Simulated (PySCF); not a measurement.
VOF₃, SMILES [F][V]([F])([F])=[O], multiplicity 1. Atoms are numbered in the order given.

```xyz
5

V      0.0000     0.0000    -0.0387
O      0.0000     0.0000    -1.5841
F     -1.4034     0.8102     0.5023
F      1.4034     0.8102     0.5023
F      0.0000    -1.6205     0.5023
```

Geometry optimised at B3LYP-D3(BJ)/def2-SVP. The multiplicity is an assumed one; other spin states were not compared.

Calculation: PBE/def2-TZVP (PySCF).

The total energy comes out as -1318.60178 hartree and the point group is C3v. The highest occupied level is -9.56 eV. The lowest empty level comes out as -4.88 eV and the orbital gap comes out as 4.67 eV. The dipole moment comes out as 0.41 D, the quadrupole, principal values (traceless, Buckingham form, about the centre of nuclear charge) comes out as -0.09, -0.09, 0.19 D·Å and the mean static polarisability comes out as 33.8 bohr³ (5.01 Å³). The polarisability, principal values is 32.5, 32.5, 36.3 bohr³.
